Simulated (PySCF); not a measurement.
ClRb. Atoms are numbered in the order given.

```xyz
2

Rb     0.0000     0.0000    -0.8976
Cl     0.0000     0.0000     1.9537
```
Charge 0, spin multiplicity 1.

Coordinates come from a PBE0-D3(BJ)/def2-TZVPD optimisation. The def2 effective core potentials stand for the cores of Rb; spin–orbit coupling is left out.

Computed with PBE0/def2-TZVPD run with PySCF.

Mulliken values depend strongly on the basis, most of all with diffuse functions as here. ESP charges are fitted to the potential on shells at 1.4 to 2.0 van der Waals radii. Atomic charges (e):

```csv
atom,ESP fit,Mulliken
Rb1,0.76,0.90
Cl2,-0.76,-0.90
```
